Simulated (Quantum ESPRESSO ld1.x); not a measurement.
Question: Radial electron density D(r) = 4 pi r^2 rho(r) of an atom or ion with 23 electrons. Method: Dirac Kohn-Sham, PBE, spin-unpolarised, spherical densities, point nucleus; computed with ld1.x of Quantum ESPRESSO 7.5.

```
   r/bohr * D(r) (the largest magnitude, 29.7, reaches the edge; | marks zero)
 0.005653 |    *
 0.006477 |     *
 0.007421 |       *
 0.008502 |         *
 0.009818 |           *
  0.01125 |              *
  0.01289 |                 *
  0.01477 |                     *
  0.01692 |                         *
  0.01938 |                             *
   0.0222 |                                  *
  0.02544 |                                      *
  0.02914 |                                           *
  0.03339 |                                              *
  0.03825 |                                                 *
  0.04383 |                                                  *
  0.05021 |                                                  *
  0.05753 |                                                *
  0.06591 |                                             *
  0.07551 |                                          *
  0.08651 |                                       *
  0.09911 |                                      *
   0.1136 |                                      *
   0.1301 |                                         *
    0.149 |                                             *
   0.1721 |                                                  *
   0.1972 |                                                      *
   0.2259 |                                                      *
   0.2589 |                                                  *
   0.2966 |                                           *
   0.3398 |                                  *
   0.3893 |                        *
    0.446 |                  *
   0.5109 |               *
   0.5854 |                *
   0.6707 |                  *
   0.7684 |                    *
   0.8803 |                   *
    1.009 |                *
    1.155 |            *
    1.324 |        *
    1.517 |     *
    1.738 |   *
    1.991 |  *
    2.281 |  *
    2.613 |  *
    3.018 |  *
    3.457 | *
    3.961 | *
    4.538 |*
    5.199 |*
    5.957 *
    6.824 *
    7.819 *
    8.958 *
    10.26 *
    11.76 *
```

What is the nuclear charge?

Answer: Z = 23. The innermost maximum, from 1s, lies near gamma/Z bohr with gamma = sqrt(1 - (Z/c)^2) = 0.986, here 0.0429 bohr (found: 0.0460), and its height grows with Z. The density is that of neutral vanadium in [Ar] 3d1 4s1.5 4p2.5; the configuration itself is not fixed sharply by these data, and Z only to about a unit. D(r) has 3 maxima, at r = 0.0460, 0.214, 0.800 bohr, and minima at 0.103, 0.528 bohr, inside which lie 2.14, 10.41 electrons.
